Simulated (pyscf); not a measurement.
## `[OH][SiH]([OH])[OH]`, singlet

Gas-phase minimum from PySCF at ωB97X-D3(BJ)/def2-SVP, one conformer. 

```xyz
8

O     -1.6759    -0.3422    -1.1249
Si    -0.5218     0.8534    -1.0749
O      0.1061     0.7586     0.4529
O     -1.1202     2.3744    -1.3155
H     -2.0812    -0.5316    -1.9768
H      0.4753     0.6642    -2.1503
H     -0.0277    -0.0814     0.9041
H     -1.6143     2.7567    -0.5822
```

Bonded distances (Å): O1–Si2 1.663, O1–H5 0.962, Si2–O3 1.655, Si2–O4 1.652, Si2–H6 1.479, O3–H7 0.963, O4–H8 0.963. Bond angles (°): Si2–O1–H5 117.4, O1–Si2–O3 104.5, O1–Si2–O4 114.0, O1–Si2–H6 110.7, O3–Si2–O4 108.9, O3–Si2–H6 114.1, O4–Si2–H6 104.8, Si2–O3–H7 115.5, Si2–O4–H8 116.1.

Properties at ωB97X-D3(BJ)/def2-SVP:

```yaml
harmonic_wavenumbers_unscaled: 162, 224, 243, 309, 372, 394, 750, 786, 805, 846, 860, 918, 979, 997, 2322, 3928, 3937, 3942 cm⁻¹
zero_point_energy: 32.6 kcal/mol
rotational_symmetry_number: 1
Entropy of this conformer at 298 K and 1 atm, rigid rotor and harmonic oscillator, modes under 100 cm⁻¹ raised to 100: 314.0 J/(mol K)
dipole_moment: 1.72 D
```

Single-point totals, which compare only within one level (frozen core for MP2 and CC):

| level | total energy (hartree) |
|---|---|
| ωB97X-D3(BJ)/def2-TZVP | -517.90014 |
| PBE/def2-TZVP | -517.44771 |
| r²SCAN/def2-TZVP | -517.70716 |
| B3LYP-D3(BJ)/def2-TZVP | -517.87322 |
| PBE0-D3(BJ)/def2-TZVP | -517.48040 |
| M06-2X/def2-TZVP | -517.74100 |
| ωB97M-D3(BJ)/def2-TZVP | -517.93403 |
| HF/def2-TZVPP | -516.13619 |
| MP2/def2-TZVPP | -516.98099 |
| CCSD/def2-TZVPP | -516.99570 |
| CCSD(T)/def2-TZVPP | -517.02501 |

Soft torsions are taken as harmonic, which can shift the entropy by several J/(mol K). The CCSD(T) − MP2 part came from Ansatz, without density fitting, on the same reference.
